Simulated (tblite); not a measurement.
Run record: tight-binding relaxation, `F[Si@@H]1C[C@]2(F)CC[C@H]1S2`.

Computed with GFN2-xTB geometry optimisation, gas phase (tblite 0.8.0). Start geometry: from a force field or distance geometry. The input is one job of a driver script: a line of settings, then coordinates in Å.

Command:
```bash
OMP_NUM_THREADS=1 python probes_run.py task.json out
```

Input:
```
{"job": {"kind": "relax", "xc": "GFN2-xTB", "basis": "xTB"}, "charge": 0, "multiplicity": 1}
F      1.892700     1.228400    -1.408300
Si     1.684400     0.590600     0.036200
C      1.085800    -1.218400    -0.147800
C     -0.374900    -1.206700     0.354900
F     -0.818300    -2.468300     0.578400
C     -1.348400    -0.406000    -0.513100
C     -1.104300     1.105100    -0.235700
C      0.037500     1.230400     0.804400
S     -0.362100    -0.214300     1.865900
H      2.878600     0.733200     0.922900
H      1.122700    -1.539400    -1.197700
H      1.697900    -1.897900     0.440200
H     -1.205800    -0.633600    -1.563000
H     -2.379800    -0.670300    -0.284300
H     -2.030900     1.554800     0.166600
H     -0.878000     1.636500    -1.149800
H      0.096000     2.188000     1.320400
```

Output:
```
step      E/eV     max force
  0    -796.87744    1.549
  1    -796.97368    0.904
  2    -797.01802    0.528
  3    -797.04416    0.427
  4    -797.05970    0.375
  5    -797.06706    0.292
  6    -797.07186    0.188
  7    -797.07610    0.161
  8    -797.07956    0.175
  9    -797.08182    0.152
... (14 lines left out)
 24    -797.08634    0.016
 25    -797.08638    0.014
 26    -797.08641    0.013
 27    -797.08644    0.013
 28    -797.08646    0.013
 29    -797.08649    0.015
 30    -797.08651    0.016
 31    -797.08653    0.012
 32    -797.08654    0.010
 33    -797.08655    0.009
```

«max force» is the largest atomic force in eV/Å.

Task: From which step on does the largest force stay under 0.1 eV/Å, and how much energy is left to gain from there?

Result: From step 10 (0.087 eV/Å), 3.7 meV above the end.

In short: energy lowered by 4.8 kcal/mol over 33 steps; largest atomic force 0.009 eV/Å at the end.

Hardware: one thread of an Arm Neoverse N1, shared host with 64 logical CPUs at a one-minute load of 62. Cost: 0.48 s of wall time.
Labels such as C1 count atoms from 1, the log's own numbers from 0.
